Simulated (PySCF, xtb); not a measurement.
C3H5FOSi, SMILES F[Si@H]1C=CCO1.

GFN2-xTB run with xtb at its own geometry gives an orbital gap of 4.66 eV and a dipole moment of 2.78 D.

The structure is a stationary point at B3LYP-D3(BJ)/def2-SVP. The structure was generated by enumeration; whether it is a known compound was not checked. One conformer was computed; it need not be the lowest.

Task: What does HF/def2-TZVP in PySCF give? (An estimate is asked for; the answer gives what the named calculation found.)

Result: gap 13.57 eV (levels -10.58 and 2.99 eV), dipole 3.03 D.
